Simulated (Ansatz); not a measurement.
Ansatz (a first-principles code) input:
A basis named .json is the Basis Set Exchange file of that set.

Ansatz 0.2 input:
```yaml
crystal:
  periodic: [false, false, false]
  atoms:
    - {symbol: O, position_ang: [-1.13600503, 0.34081010, -1.29693360]}
    - {symbol: B, position_ang: [-0.58681581, -0.04587979, -0.20956967]}
    - {symbol: O, position_ang: [-1.21301531, -0.70080689, 0.90022423]}
    - {symbol: P, position_ang: [1.34887989, 0.32112569, 0.24821599]}
    - {symbol: H, position_ang: [-2.14242538, -0.77346388, 0.64551119]}
    - {symbol: H, position_ang: [1.72684686, -0.90749603, 0.86201340]}
    - {symbol: H, position_ang: [1.90862198, -0.02655226, -1.00924118]}
basis:
  gaussian:
    orbitals: cc-pV_Q+d_Z.json
total_charge: -1
magnetization: {spin_polarized: false}
correlation: {method: ccsd_t, electrons: outside_noble_gas}
```

### Question
Predict the final energy.

### Answer
-517.97227 Eh (CCSD(T)/cc-pV(Q+d)Z). The basis has 319 functions.

It need not be the lowest isomer of its formula. Whether it binds its extra electron was not tested at this geometry.
